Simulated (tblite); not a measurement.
Run record: tight-binding relaxation, `CC#CC1=[CH][GaH2-][O+]([SiH3])C1`.

Computed with GFN2-xTB geometry optimisation, gas phase (tblite 0.8.0). Start geometry: from a force field or distance geometry. A driver script takes a list of jobs; this job's settings line and coordinates (Å) are shown.

Command:
```bash
OMP_NUM_THREADS=1 python probes_run.py task.json out
```

Input:
```
{"job": {"kind": "relax", "xc": "GFN2-xTB", "basis": "xTB"}, "charge": 0, "multiplicity": 1}
C      4.344700    -0.952200    -0.479800
C      2.949000    -0.468900    -0.461200
C      1.821200    -0.086000    -0.408500
C      0.435900     0.416100    -0.360800
C      0.108400     1.607500    -0.795600
Ga    -1.876300     1.663300    -0.444700
O     -1.865900    -0.201300    -0.391500
Si    -3.190900    -0.773600     0.480200
C     -0.650900    -0.359100     0.218000
H      4.342800    -1.982100    -0.077800
H      4.743700    -0.998800    -1.507300
H      4.983500    -0.324600     0.183100
H      0.698500     2.386000    -1.240300
H     -2.151200     2.307400     0.967900
H     -2.702800     2.222400    -1.664700
H     -4.137400    -1.364000    -0.490900
H     -2.894700    -1.818400     1.470100
H     -3.908100     0.346100     1.110800
H     -0.678200    -0.159500     1.319100
H     -0.376400    -1.449800     0.161100
```

Problem. Give the output.

Solution. 
```
step      E/eV     max force
  0    -690.23853    4.067
  1    -690.56775    5.542
  2    -690.78023    3.547
  3    -690.94640    1.045
  4    -691.04462    0.812
  5    -691.13487    0.972
  6    -691.18828    0.546
  7    -691.22768    0.499
  8    -691.25516    0.449
  9    -691.28183    0.414
... (111 lines left out)
121    -691.57249    0.028
122    -691.57262    0.025
123    -691.57274    0.023
124    -691.57283    0.022
125    -691.57291    0.017
126    -691.57300    0.016
127    -691.57307    0.013
128    -691.57312    0.012
129    -691.57315    0.013
130    -691.57317    0.009
```

«max force» is the largest atomic force in eV/Å.

Problem. From which step on does the largest force stay under 0.1 eV/Å, and how much energy is left to gain from there?

Solution. From step 74 (0.100 eV/Å), 21.2 meV above the end.

Summary of the converged run: energy lowered by 30.8 kcal/mol over 130 steps; largest atomic force 0.009 eV/Å at the end.

Problem. Give the final coordinates.

Solution. 0.482 Å rms from the input after alignment:
```
atom  x, y, z in Å
C1     4.2537   -0.9750   -0.4856
C2     2.8968   -0.4824   -0.4312
C3     1.7643   -0.0773   -0.3834
C4     0.4481    0.4433   -0.3377
C5     0.1281    1.7098   -0.6515
Ga6   -1.8214    2.0900   -0.4579
O7    -1.8829    0.0564    0.1528
Si8   -3.2222   -0.7913    0.6421
C9    -0.6027   -0.5495    0.1037
H10    4.2977   -1.9947   -0.1036
H11    4.6107   -0.9651   -1.5155
H12    4.9048   -0.3421    0.1175
H13    0.9546    2.3480   -0.9576
H14   -2.4140    2.7904    0.8053
H15   -2.8031    2.0456   -1.6705
H16   -3.3577   -1.9202   -0.2829
H17   -2.9348   -1.2617    2.0001
H18   -4.2551    0.2258    0.5430
H19   -0.3445   -0.9434    1.0962
H20   -0.6255   -1.3960   -0.5962
```

Problem. Estimate the wall time. Hardware: Arm Neoverse N1, one thread, no GPU, shared host.

Solution. About 2.1 s.
Labels such as C1 count atoms from 1, the log's own numbers from 0.
